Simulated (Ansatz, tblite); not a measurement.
Cost and result up the ladder for the cluster Ge₃F₅ (the lowest doublet isomer of a short search) (8 atoms). Total charge 0; doublet. Geometry: r2SCAN-D4/def2-SVP.

```xyz
8

Ge   -1.4141   -1.1705   -0.2439
Ge    1.2865    0.4491   -1.5046
Ge    0.2036    0.6180    0.9049
F    -0.7101   -2.5192    0.6308
F     0.1295   -1.1443   -1.5048
F    -0.1217    1.4059   -1.9936
F    -0.3970    2.1937    1.3368
F     1.0234    0.1673    2.3744
```

Ansatz on 4 threads of Arm Neoverse V1 on a shared host; xTB runs through tblite on one thread. Times are rough, summed over both states, and most runs start from the orbitals of an earlier one. PBE0-D4/def2-TZVP serves as the yardstick here, not as an exact answer. The other state is a singlet.

The xTB rows come from tblite. The structure comes from a short search, and lower isomers may exist.

Raw xTB energies of ions are shifted by several eV, and xTB has no spin-polarisation term.

| level | functions | wall time | vertical IE (eV) | difference from PBE0-D4/def2-TZVP (eV) |
| --- | --- | --- | --- | --- |
| GFN2-xTB | 47 | 0.014 s | 12.41 | 4.06 |
| GFN1-xTB | 47 | 0.016 s | 11.78 | 3.44 |
| LDA (SPW92)/def2-TZVP (with forces) | 299 | 9.1 s | 8.23 | -0.11 |
| PBE-D4/def2-TZVP | 299 | 14 s | 8.03 | -0.31 |
| PBE0-D4/def2-TZVP | 299 | 47 s | 8.34 | 0.00 |
